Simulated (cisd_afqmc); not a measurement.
Input (AFQMC/CISD/cc-pV(T+d)Z; cisd_afqmc is a phaseless AFQMC code with CISD trial states that reads the integrals written by Ansatz): A basis named .json is the Basis Set Exchange file of that set.

Ansatz 0.2 input:
```python
import cisd_afqmc

open("ham.yaml", "w").write("""\
crystal:
  periodic: [false, false, false]
  atoms:
    - {symbol: F, position_ang: [-1.49152392, 1.04101960, -0.92024808]}
    - {symbol: C, position_ang: [-0.98825372, -0.01258050, -0.25927649]}
    - {symbol: F, position_ang: [-1.48961341, -1.12234965, -0.82256008]}
    - {symbol: F, position_ang: [-1.40504679, 0.04416596, 1.00556499]}
    - {symbol: C, position_ang: [0.54367754, -0.01654743, -0.37708732]}
    - {symbol: Cl, position_ang: [1.21719150, -1.45348295, 0.41590118]}
    - {symbol: Cl, position_ang: [1.21459454, 1.48719484, 0.28311342]}
    - {symbol: H, position_ang: [0.80275161, -0.06385787, -1.42987677]}
basis:
  gaussian:
    orbitals: cc-pV_T+d_Z.json
magnetization: {spin_polarized: false}
correlation: {method: ccsd, electrons: outside_noble_gas, hamiltonian_folder: ham}
""")
rep = cisd_afqmc.ansatz("ham.yaml")
e_ccsd = rep["correlation"]["coupled_cluster"]["energy"]["hartree"]
out = cisd_afqmc.run("ham", e_ccsd, trial="CISD", walkers=1000, populations=1, threads=12, dt=0.005, steps=40, early=24, settle=10, least=100,
    cut=5e-5, rank_cut=2e-4, target=0.0007, seconds=1500, seed=4, memory=62639, gpu=True)
```

Output:

```
orbitals 227, occupied [22], factors 1347 of 1493, rank of the doubles 1310 of 4510
E(HF) = -1293.816830
E(CCSD) on the cut factors = -1295.299096, shift to the whole factors -0.000015
Energy of the trial state on the determinant = -1295.299071
  tau behind 7.2 of longer steps, mean of the populations' last blocks
   2.0  -1295.35951
   4.0  -1295.36188
   6.0  -1295.36177
   8.0  -1295.35641
  10.0  -1295.35470
  12.0  -1295.35939
  14.0  -1295.36037
  16.0  -1295.36208
  18.0  -1295.35606
  20.0  -1295.35669
  22.0  -1295.35932
  24.0  -1295.35630
  26.0  -1295.36083
blocks 128 (0 outliers left out), error by blocks joined: 1: 0.00045, 2: 0.00053, 4: 0.00057, 8: 0.00067
E(AFQMC/CISD) = -1295.35874 +/- 0.00067
```
